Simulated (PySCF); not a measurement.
B(H)(Et)(NH2) (C2H8BN), SMILES CCBN. Geometry: B3LYP-D3(BJ)/def2-SVP. Other conformers were not sampled.

Computed equilibrium geometry at B3LYP-D3(BJ)/def2-SVP (PySCF confirms it by a frequency run) as bond lengths and angles (one conformer of several):
Atoms: B1 H2 C3 C4 H5 H6 H7 H8 H9 N10 H11 H12. Bond lengths (Å): B1–H2 1.214, B1–C3 1.580, B1–N10 1.395, C3–C4 1.537, C3–H5 1.106, C3–H6 1.108, C4–H7 1.102, C4–H8 1.103, C4–H9 1.103, N10–H11 1.013, N10–H12 1.015. Bond angles (°): H2–B1–C3 120.3, H2–B1–N10 117.2, C3–B1–N10 122.5, B1–C3–C4 113.6, B1–C3–H5 111.5, B1–C3–H6 106.9, C4–C3–H5 110.1, C4–C3–H6 108.7, H5–C3–H6 105.6, C3–C4–H7 111.2, C3–C4–H8 111.5, C3–C4–H9 112.2, H7–C4–H8 107.0, H7–C4–H9 107.5, H8–C4–H9 107.2, B1–N10–H11 123.3, B1–N10–H12 123.2, H11–N10–H12 113.5.
Charge 0, spin multiplicity 1.
